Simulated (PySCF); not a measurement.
## [HfI2]2+ at several levels of theory

Computed with PySCF 2.14.0 (density fitting, no spin-orbit coupling) at the geometry relaxed with PBE0:

```xyz
3
[HfI2]2+ (singlet)
Hf    0.0000    0.0000   -0.9386
I     2.0372    0.0000    0.6040
I    -2.0372    0.0000    0.6040
```

| level | basis | state | HOMO (eV) | gap (eV) | charge on Hf1 (e) | dipole about the centre of mass (D) | largest force component (eV/Å) |
| --- | --- | --- | --- | --- | --- | --- | --- |
| PBE0 | Hf def2-SVP with ECP60, I def2-SVP with ECP28 | singlet | -17.58 | 3.46 | 1.27 | 5.07 | 0.04 |
| PBE0 | Hf def2-TZVP with ECP60, I def2-TZVP with ECP28 | singlet | -17.48 | 3.54 | 1.34 | 4.82 | 0.19 |

Charges are Mulliken's, which hang on the basis. The relaxation used the grid (50, 194), these runs (75, 302) or, all-electron (x2c bases, spin-free X2C Hamiltonian), (99, 590).

**Question.** A further run in the first row's basis gives HOMO (eV) -19.65, gap (eV) 8.41, charge on Hf1 (e) 1.55, dipole about the centre of mass (D) 6.76, largest force component (eV/Å) 0.28. Which level was it?
A. BP86
B. HF

**Answer.** B. The others give HOMO -16.70 eV (BP86).

In the first row's basis the gap widens with exact exchange: 1.8 eV for BP86 (none); 3.5 eV for PBE0 (a fixed share); 8.4 eV for Hartree–Fock (rising or full at long range).
